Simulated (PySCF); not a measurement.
**Computed vibrations of [CeH3(H2O)]+**

[CeH3(H2O)]+ (singlet). PySCF 2.14.0, RKS PBE0, Ce def2-SVP with ECP28, H def2-SVP, O def2-SVP; non-relativistic Hamiltonian with scalar-relativistic core potentials where named; density fitting; no spin-orbit coupling. Central differences of gradients.

```xyz
7

Ce    0.1602   -0.1534    0.1534
H     1.1610    1.0828    1.2273
H    -1.1265   -1.1591    1.1591
H     1.1610   -1.2273   -1.0828
O    -1.2720    1.2269   -1.2269
H    -1.6205    2.1084   -1.0141
H    -1.6205    1.0141   -2.1084
```

Run from Python with OMP_NUM_THREADS=2. Where DIIS fails, smearing, a level shift and second-order steps follow.
It took 2.7 min on 2 threads of Arm Neoverse V1 (shared host).

Question: What are the harmonic wavenumbers and infrared intensities?

Answer: Modes are labelled in Cs; negative numbers are unstable modes, those under 60 cm⁻¹ near the noise; a finer grid moves soft modes by up to 10 cm⁻¹.
```
cm⁻¹  km/mol  symmetry
  51     3.2       a''
 182    11.6        a'
 204    12.3       a''
 238   171.2        a'
 340   120.4        a'
 433   274.3        a'
 527   104.0        a'
 530    41.6       a''
 543    91.5       a''
1564   622.0       a''
1566   572.1        a'
1575    87.5        a'
1640    97.8        a'
3775   260.8        a'
3850   243.4       a''
```

Question: Is this a minimum?

Answer: Yes, within the noise of the softest modes. Ideal gas at 298.15 K and 1 bar: S = 331.8 J/(mol K), Cp = 92.7 J/(mol K), H − H(0 K) = 19.8 kJ/mol (rigid rotor, harmonic modes, spin degeneracy alone; the modes under 60 cm⁻¹ make these uncertain).
